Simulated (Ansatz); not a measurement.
Consider the ligand exchange at the Al–Cl bond: `[Cl][AlH][GeH3]` + CH₃OH → `C[O][AlH][GeH3]` + HCl.

Gas-phase electronic energies from Ansatz, PBE0-D4/def2-TZVP geometries. CCSD(T)/CBS adds triple-zeta CCSD(T) − MP2 to the extrapolated MP2 energy (def2 sets, frozen cores). This one scheme is used for every species. DFT in def2-TZVPP. B3LYP here is the variant with VWN-RPA as its local correlation; programs differ in this. For Ge outer-core shells are correlated without core-valence functions, which leaves a few kJ/mol of doubt a bond. Scalar relativity is left out up to krypton. Each species was taken in one conformer, which may not be the lowest.

Q: Is it downhill or uphill in electronic energy at CCSD(T)/CBS, and by how much? (Estimate.)

A: Ansatz gave: Uphill: ΔE = +7.0 kcal/mol.

Q: What do these levels give: PBE0-D4, B3LYP-D4, B2PLYP, PBE, r2SCAN, B3LYP, HF/def2-TZVPP, SCS-MP2/def2-TZVPP, CCSD/def2-TZVPP, HF/def2-QZVPP, SCS-MP2/def2-QZVPP, HF/CBS(def2)? (An estimate is asked.)

A: Ansatz gave: PBE0-D4 8.0, B3LYP-D4 5.9, B2PLYP 6.4, PBE 7.5, r2SCAN 7.2, B3LYP 6.7, HF/def2-TZVPP 9.0, SCS-MP2/def2-TZVPP 6.1, CCSD/def2-TZVPP 6.3, HF/def2-QZVPP 8.8, SCS-MP2/def2-QZVPP 6.7, HF/CBS(def2) 8.8 kcal/mol.

Largest T1 diagnostic among the species: 0.013.

The D4 term adds −0.8 kcal/mol with B3LYP and −0.5 kcal/mol with PBE0; it sums over pairs of atoms, weighted by their polarisabilities, and B3LYP, whose exchange is more repulsive, gets the larger term. From PBE to PBE0 (25 % exact exchange), in def2-TZVPP and without D4, ΔE moves by +1.0 kcal/mol.
